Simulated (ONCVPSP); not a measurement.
## Potentials for Zr compared

Generated with ld1.x 7.5 (TM, RRKJ, ultrasoft, PAW), atompaw 4.2 or ONCVPSP 4.0.1. The cutoff is in Ry: for ld1.x and atompaw files where the sum of valence levels is converged to 10 mRy in a Bessel basis, for ONCV files where the hardest occupied wave has 1 mHa per electron of residual kinetic energy. The error is the largest all-electron minus pseudo excitation energy over each file’s own four to seven test configurations (ionisations up to +4, promotions, holes and added fractions of an electron), all of which were solved. The labels leave out finer settings (local radius, basis sizes, second energies), which also bear on the numbers. Spin-polarised tests are not counted. The rows are a selection from randomly drawn settings: files with unsolved tests, undetermined cutoffs or missed reference levels are left out.

| potential | cutoff (Ry) | largest error (meV) | bound ghosts |
| --- | --- | --- | --- |
| ONCV, LDA (Perdew-Wang 92), scalar-relativistic, rc 2.05/1.40/2.35/2.30 (spdf), local smoothed, core correction no, reference 4s2 4p6 4d2.5 5s1.5, qcut 6.5/4.8/6.1/4.3, projectors 3/2/3/1 | 204 | -2.2 | none |
| ONCV, PBE, scalar-relativistic, rc 2.35/1.45/1.80 (spd), local smoothed, core correction yes, reference 4s2 4p6 4d2 5s2, qcut 4.6/5.6/4.7, projectors 3/2/1 | 60 | -13 | none |
| ONCV, revPBE, scalar-relativistic, rc 2.00/2.00/1.70 (spd), local d, core correction yes, reference 4s2 4p6 4d2 5s2, qcut 7/6.8/5.1, projectors 2/2/0 | 32 | -6.6 | none |
| ONCV, PBEsol, scalar-relativistic, rc 1.65/1.50/2.35 (spd), local smoothed, core correction yes, reference 4s2 4p6 4d2 5s1, qcut 6.3/4.7/7, projectors 2/2/2 | 62 | +4.5 | none |
| ONCV, PBE, scalar-relativistic, rc 1.90/1.75/1.75 (spd), local d, core correction yes, reference 4s2 4p6 4d2 5s2, qcut 5.1/9.7/10.3, projectors 2/1/0 | 50 | -8.4 | none |
| ONCV, PBE, scalar-relativistic, rc 2.35/2.00/2.40 (spd), local smoothed, core correction no, reference 4s2 4p6 4d2 5s2, qcut 6.6/8.6/5.3, projectors 2/2/2 | 29 | +8.2 | none |
| ONCV, PBEsol, scalar-relativistic, rc 2.25/1.45/2.55 (spd), local smoothed, core correction no, reference 4s2 4p6 4d2 5s2, qcut 5.8/5.5/5, projectors 2/2/3 | 138 | +13 | none |

Q: Fill in the row for Zr: ONCV, PBE, scalar-relativistic, rc 2.75/2.25/2.40 (spd), local smoothed, core correction yes, reference 4p6 4d2 5s1, qcut 2/7.3/7.4, projectors 2/2/2.

A: cutoff 29 Ry, largest error +62 meV, bound ghosts: none.
